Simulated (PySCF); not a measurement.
AlGeH₅O₃, SMILES [O]([Al]([OH])[OH])[GeH3]. Atoms are numbered in the order given.

```xyz
10

Ge     1.7212    -0.1010     0.2627
O      0.0136    -0.5084     0.1360
Al    -1.5363     0.0730    -0.2303
O     -1.8346     1.6706    -0.7150
O     -2.8878    -0.9452    -0.1233
H      1.9097     1.3847    -0.1096
H      2.1731    -0.3420     1.7113
H      2.5080    -0.9917    -0.7112
H     -1.1826     2.3640    -0.8225
H     -2.8430    -1.8664     0.1382
```
Charge 0, spin multiplicity 1.

Geometry optimised at ωB97X-D3(BJ)/def2-SVP. The structure was generated by enumeration; whether it is a known compound was not checked. The values are those of a single conformer.

Calculation: PBE/def2-TZVP (PySCF).

Atomic charges (e):

| atom | meta-Löwdin | Mulliken |
|---|---|---|
| Ge1 | ? | 0.24 |
| O2 | ? | -0.36 |
| Al3 | 1.23 | 0.56 |
| O4 | ? | -0.51 |
| O5 | ? | -0.50 |
| H6 | -0.08 | -0.03 |
| H7 | -0.06 | -0.01 |
| H8 | -0.06 | -0.01 |
| H9 | 0.35 | 0.30 |
| H10 | 0.35 | 0.31 |

Complete the blanks. (An estimate is asked for; the answer gives what the named calculation found.)


- Ge1, meta-Löwdin: 0.58
- O2, meta-Löwdin: -0.80
- O4, meta-Löwdin: -0.76
- O5, meta-Löwdin: -0.75
